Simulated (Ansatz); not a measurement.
Reaction (redistribution): `[NH2][Al]([F])[SiH3]` + `C#C[SiH2][GaH2]` → `C#[C][Al]([NH2])[F]` + `[SiH3][SiH2][GaH2]`

Gas-phase electronic energies from Ansatz, PBE0-D4/def2-TZVP geometries. CBS: MP2 limit from def2 TZ/QZ plus the TZ coupled-cluster correction, frozen cores. DFT in def2-TZVPP. For Ga outer-core shells are correlated without core-valence functions, which leaves a few kJ/mol of doubt a bond. Scalar relativity is left out up to krypton. One conformer a species, not always the lowest.

| level | ΔE (kJ/mol) |
| --- | --- |
| LDA (SPW92) | -23.3 |
| MP2/def2-SVP | -35.1 |
| SCS-MP2/def2-TZVPP | -31.0 |
| HF/def2-QZVPP | -30.0 |

Question: What does CCSD(T)/CBS give? (Estimate.)

Answer: Ansatz gave: -31.6 kJ/mol. The listed levels differ from it by 8.3, -3.5, 0.6, 1.6 kJ/mol.

Largest T1 diagnostic among the species: 0.014.

From BLYP to BHLYP (50 % exact exchange), in def2-TZVPP and without D4, ΔE moves by −3.7 kJ/mol. Leaving LDA and LC-ωPBE aside and taking each functional with its dispersion term where it has one, the values, not all of them listed here, spread over 10.0 kJ/mol, from B97M-V to PBE-D4.
